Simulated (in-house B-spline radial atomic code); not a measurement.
A calculation on Ni III (Ni2+): its settings, and results tabulated from the run. Method: non-relativistic AM05, spin-polarised, spherical fractional occupations, point nucleus. Calculated with a radial B-spline atomic code at the basis-set limit.

Command:
```bash
python run_scf.py task.json out
```
Settings:
```
Z                28
configuration    [Ar] 3d8
hamiltonian      nr
method           am05
spin_polarised   True
```

Output (hartree, bohr):
```
 radial grid: 49 intervals, B-splines of order 8, outer radius 25.5556 bohr

 iter        energy (Eh)    residual
    1       -1493.719069    4.13e-01
    2       -1494.167097    7.16e-01
    3       -1504.648135    6.80e-02
    4       -1504.779195    3.72e-02
    5       -1504.788453    2.03e-02
    6       -1504.793658    1.18e-02
    7       -1504.798120    3.03e-04
    8       -1504.798121    3.98e-05
    9       -1504.798121    2.90e-07
   10       -1504.798121    2.54e-08

 total energy                     -1504.79812
 kinetic                            1503.2751
 electron-nucleus                  -3575.7923
 Hartree                             627.7335
 exchange-correlation                -60.0145

 orbital      occ     eigenvalue          <r>       <r^2>       <1/r>       r_max
 1s up      1.000      -298.6338    0.0549016  0.00403984     27.4772     0.03619
 1s down    1.000      -298.6335    0.0549013  0.00403978     27.4773     0.03619
 2s up      1.000       -36.0376     0.248751   0.0729495     5.93855      0.2079
 2s down    1.000       -35.9929     0.248558   0.0728319     5.94355      0.2079
 2p up      3.000       -31.5710      0.21692   0.0576991     5.90247      0.1662
 2p down    3.000       -31.5377     0.216716   0.0575811     5.90683      0.1661
 3s up      1.000        -4.7050     0.751082    0.651708     1.88418      0.6484
 3s down    1.000        -4.6235     0.752589    0.654486     1.87922      0.6489
 3p up      3.000        -3.3430     0.782856    0.723348      1.7585      0.6507
 3p down    3.000        -3.2624     0.785455    0.728601     1.75214      0.6516
 3d up      5.000        -1.0826     0.953144     1.18163     1.40093      0.6255
 3d down    3.000        -1.0071     0.974525     1.24501     1.38079      0.6299
```

Run time, properties included: 0.1 s on 1 thread of Arm Neoverse V2 (shared host).
